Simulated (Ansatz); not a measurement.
Ge3Se4. The state is a singlet with charge 0. Geometry PBE-D4/def2-SVP.

```tsv
atom	x (Å)	y (Å)	z (Å)
Ge1	2.181	0.271	0.562
Ge2	-0.067	0.183	-1.952
Ge3	-1.964	0.110	1.594
Se4	0.096	-1.214	1.740
Se5	1.160	1.977	-0.732
Se6	0.821	-1.758	-0.513
Se7	-2.226	0.431	-0.699
```

LC-ωPBE has ω = 0.4 bohr⁻¹. Another isomer (singlet) lies 0.58 eV lower at PBE0-D4/def2-TZVP; other spin states weren't run for this one.

(1) Estimate the orbital energies around the gap (eV) in Ansatz with PBE-D4/def2-SVP, PBE-D4/def2-TZVP, r2SCAN-D4/def2-TZVP, PBE0-D4/def2-SVP, LC-ωPBE/def2-TZVP.

Results:

(1) 
| orbital | PBE-D4/def2-SVP | PBE-D4/def2-TZVP | r2SCAN-D4/def2-TZVP | PBE0-D4/def2-SVP | LC-ωPBE/def2-TZVP |
| --- | --- | --- | --- | --- | --- |
| HOMO−5 | -7.04 | -7.04 | -7.37 | -8.12 | -10.58 |
| HOMO−4 | -6.55 | -6.56 | -6.88 | -7.61 | -9.99 |
| HOMO−3 | -6.38 | -6.38 | -6.69 | -7.40 | -9.72 |
| HOMO−2 | -6.06 | -6.10 | -6.40 | -7.06 | -9.41 |
| HOMO−1 | -5.84 | -5.87 | -6.15 | -6.83 | -9.14 |
| HOMO | -5.44 | -5.46 | -5.71 | -6.34 | -8.51 |
| LUMO | -3.58 | -3.61 | -3.67 | -3.00 | -1.11 |
| LUMO+1 | -3.42 | -3.45 | -3.46 | -2.77 | -0.76 |
| LUMO+2 | -2.67 | -2.71 | -2.70 | -2.07 | -0.17 |
| LUMO+3 | -2.36 | -2.44 | -2.37 | -1.73 | 0.10 |
| LUMO+4 | -2.07 | -2.12 | -2.03 | -1.40 | 0.55 |
| LUMO+5 | -1.46 | -1.57 | -1.44 | -0.76 | 1.13 |
